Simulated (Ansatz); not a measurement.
Consider the formal exchange of groups at the Si–O bond: `O[SiH](Cl)O[Si](O)(F)F` + `C[SiH2]O` → `C[Si@@H](O)[Si@H](O)Cl` + `O[Si](O)(F)F`.

Gas-phase electronic energies from Ansatz, PBE0-D4/def2-TZVP geometries. CCSD(T)/CBS is the MP2 limit (def2-TZVPP, def2-QZVPP) plus CCSD(T) − MP2 in def2-TZVPP, frozen cores. This one scheme is used for every species. DFT in def2-TZVPP. One conformer a species, not always the lowest.

```
          level  ΔE (kcal/mol)
        ωB97X-V           35.1
CCSD/def2-TZVPP           37.2
```

Task: What does CCSD(T)/CBS give? (An estimate is asked.)

Result: Ansatz gave: +35.9 kcal/mol. The listed levels differ from it by -0.8, 1.3 kcal/mol.

Largest T1 diagnostic among the species: 0.011.

From PBE to PBE0 (25 % exact exchange), in def2-TZVPP and without D4, ΔE moves by +2.6 kcal/mol. In def2-TZVPP, CCSD(T) changes the Hartree–Fock value by −5.4 kcal/mol (the triples alone add −0.8 kcal/mol) and MP2 by −4.3 kcal/mol.
